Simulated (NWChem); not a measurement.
System: C$_{2}$H$_{5}$NSi; SMILES N#CC[SiH3]

Input file for NWChem:

```
start job
memory heap 200 mb stack 900 mb global 1100 mb
geometry units angstroms
  N      2.155997     0.631172     0.332434
  C      1.263468    -0.057161     0.133215
  C      0.129097    -0.887532    -0.113698
  Si    -1.482494     0.156920    -0.143287
  H      0.270478    -1.395877    -1.069223
  H      0.075929    -1.646824     0.668636
  H     -1.643421     0.800139     1.158286
  H     -2.571208    -0.786831    -0.401376
  H     -1.377636     1.142972    -1.215901
end
basis spherical
  * library def2-svp
end
dft
  xc xpbe96 cpbe96
  disp vdw 4
  iterations 150
end
driver
  maxiter 120
end
task dft optimize
task dft freq
```

The level has its own optimisation; frequencies are unscaled.

Q: What results follow from this input? (PBE-D3(BJ)/def2-SVP.) Quantities: r C–N (Å); r C–C (Å); r C–Si (Å); r C–H (Å); highest harmonic frequency (cm⁻¹); lowest (cm⁻¹); zero-point energy (kcal/mol); dipole (D).

A: 
```json
{
  "r C–N (Å)": "1.173",
  "r C–C (Å)": "1.453",
  "r C–Si (Å)": "1.922",
  "r C–H (Å)": "1.111",
  "highest harmonic frequency (cm⁻¹)": "3047",
  "lowest (cm⁻¹)": "134",
  "zero-point energy (kcal/mol)": "36.9",
  "dipole (D)": "3.70"
}
```
